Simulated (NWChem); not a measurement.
Species: C$_{4}$H$_{4}$OS; SMILES O=C1C=CSC1

```xyz
10

O     -0.2891     2.3699     0.0000
C     -0.0433     1.1723     0.0000
C      1.2707     0.5172     0.0000
C      1.2054    -0.8442     0.0000
S     -0.3896    -1.5590     0.0000
C     -1.1635     0.0975     0.0000
H      2.2024     1.0976     0.0000
H      2.0661    -1.5298     0.0000
H     -1.8023     0.2168     0.8978
H     -1.8023     0.2168    -0.8978
```
Atoms are numbered in this order, from 1.

Level: PBE-D3(BJ)/def2-SVP (NWChem), optimised geometry, unscaled harmonic frequencies. 

```csv
frequency (cm⁻¹),IR intensity (km/mol)
126,7.6
339,1.1
426,5.2
496,6.6
545,1.2
651,13.0
746,37.4
747,18.2
782,23.9
799,3.4
833,13.7
914,0.0
1046,21.2
1063,1.9
1121,3.8
1147,31.7
1289,28.4
1338,10.9
1543,73.2
1754,287.0
3018,2.7
3084,0.7
3147,0.4
3172,0.2
```

| Quantity | Value |
|---|---|
| zero-point energy | 43.0 kcal/mol |
| thermal correction to the enthalpy at 298.15 K (with zero-point energy) | 47.0 kcal/mol |
| heat capacity Cv | 19.7 cal/(mol K) |
| entropy at 298.15 K and 1 atm (symmetry number 1) | 74.7 cal/(mol K) |
| dipole moment | 2.41 D |

Rigid rotor and harmonic oscillator.
